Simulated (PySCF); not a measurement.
[OsO3Cl]+: one run

[OsO3Cl]+ (singlet). PySCF 2.14.0, RKS CAM-B3LYP, Os def2-SVP with ECP60, O def2-SVP, Cl def2-SVP; non-relativistic Hamiltonian with scalar-relativistic core potentials where named; density fitting; no spin-orbit coupling. Purpose: singlet excitations, Tamm-Dancoff CAM-B3LYP.

```python
mol = gto.M(atom='''
Os     0.08679    -0.08679     0.08679
O      1.05960     0.88204     1.05960
O     -0.88204    -1.05960     1.05960
O      1.05960    -1.05960    -0.88204
Cl    -1.18147     1.18147    -1.18147''',
    basis={'Os': 'def2-SVP', 'O': 'def2-SVP', 'Cl': 'def2-SVP'},
    ecp={'Os': 'def2-SVP'},
    charge=1, spin=0)
mf = dft.RKS(mol, xc='CAMB3LYP')
mf.grids.atom_grid = (50, 194)
mf = mf.density_fit()  # fitting sets: Os def2-universal-JKFIT, O def2-universal-JKFIT, Cl def2-universal-JKFIT
mf.conv_tol = 1e-08; mf.max_cycle = 55
mf.kernel(dm0)  # dm0: converged density of the relaxed state
td = mf.TDA(); td.nstates = 8; td.kernel()
```

Run from Python with OMP_NUM_THREADS=2; the lines above give its settings. Where DIIS fails, smearing, a level shift and second-order steps follow.
It took 27 s on 2 threads of Arm Neoverse V2, on a shared host, from an already converged density.

Where do the frontier levels lie, over both spins?

HOMO -18.14 eV, LUMO -10.49 eV. 

What are the Mulliken charges and spins?


```tsv
atom	charge (e)	spin (e)
Os1	1.330	0.000
O2	-0.144	0.000
O3	-0.144	0.000
O4	-0.144	0.000
Cl5	0.101	0.000
```

Which singlet excitations follow (Tamm-Dancoff, 8 states)?


```json
{"state": "1", "eV": "3.55", "oscillator strength": "0.0000"}
{"state": "2", "eV": "3.55", "oscillator strength": "0.0000"}
{"state": "3", "eV": "3.79", "oscillator strength": "0.0000"}
{"state": "4", "eV": "4.03", "oscillator strength": "0.0125"}
{"state": "5", "eV": "4.20", "oscillator strength": "0.0029"}
{"state": "6", "eV": "4.20", "oscillator strength": "0.0029"}
{"state": "7", "eV": "4.30", "oscillator strength": "0.0000"}
{"state": "8", "eV": "4.40", "oscillator strength": "0.0002"}
```

The geometry was relaxed with B3LYP (Os def2-SVP with ECP60, O def2-SVP, Cl def2-SVP).
